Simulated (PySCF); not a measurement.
C3H4ClFSi, SMILES FC=C=C([SiH3])Cl.

Geometry optimised at B3LYP-D3(BJ)/def2-SVP. The structure was generated by enumeration, and PubChem lists no compound with its InChIKey, so it may never have been made.

All values below come from SMD-PBE0/def2-SVP (PySCF).

Solvation free energies are E(SMD) − E(gas) at the gas-phase geometry, for 1 M in both phases. In vacuum the dipole moment is 1.60 D.

Computed solvation free energies in water, ethylethanoate, acetone:
```csv
solvent,ΔG(solv) (kcal/mol),its non-electrostatic (CDS) part,dipole (D)
water,2.2,4.9,2.09
ethylethanoate,-2.3,-0.2,1.96
acetone,-2.6,0.0,2.06
```
